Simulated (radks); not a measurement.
Radial electron density D(r) = 4 pi r^2 rho(r) of an atom or ion with 52 electrons. Method: Dirac Kohn-Sham, PBE, spin-unpolarised, spherical densities, point nucleus; computed with a radial shooting solver on a logarithmic mesh with Libxc functionals.

r (bohr),D(r) (e/bohr)
0.00146,3.773
0.001673,4.741
0.001932,6.015
0.002231,7.598
0.002577,9.552
0.002976,11.94
0.003437,14.83
0.003969,18.28
0.004584,22.33
0.005252,26.74
0.006065,32.00
0.007004,37.79
0.008089,43.96
0.009342,50.27
0.01079,56.37
0.01246,61.83
0.01439,66.18
0.01649,68.86
0.01904,69.90
0.02199,69.05
0.02539,66.71
0.02933,63.70
0.03387,61.28
0.03912,60.81
0.04517,63.36
0.05176,68.68
0.05977,76.40
0.06903,83.97
0.07972,88.50
0.09207,87.77
0.1063,81.62
0.1228,72.63
0.1418,65.20
0.1625,63.11
0.1876,66.70
0.2167,72.58
0.2503,74.53
0.289,68.09
0.3338,54.03
0.3855,38.19
0.4452,27.29
0.5101,24.18
0.5891,26.11
0.6803,28.23
0.7857,26.79
0.9074,21.71
1.048,15.37
1.21,10.15
1.398,6.945
1.601,5.369
1.849,4.400
2.136,3.525
2.466,2.560
2.848,1.622
3.29,0.8805
3.799,0.4062
4.388,0.1573
5.027,0.05346
5.805,0.01356
6.705,0.002627
7.743,0.0003750

What is the nuclear charge?

Answer. Z = 53. The innermost maximum, from 1s, lies near gamma/Z bohr with gamma = sqrt(1 - (Z/c)^2) = 0.922, here 0.0174 bohr (found: 0.0192), and its height grows with Z. The density is that of the iodine ion I+ in [Kr] 4d10 5s2 5p4; the configuration itself is not fixed sharply by these data, and Z only to a few units. D(r) has 4 maxima, at r = 0.0192, 0.0843, 0.242, 0.697 bohr, and minima at 0.0373, 0.160, 0.510 bohr, inside which lie 2.02, 11.22, 28.97 electrons.
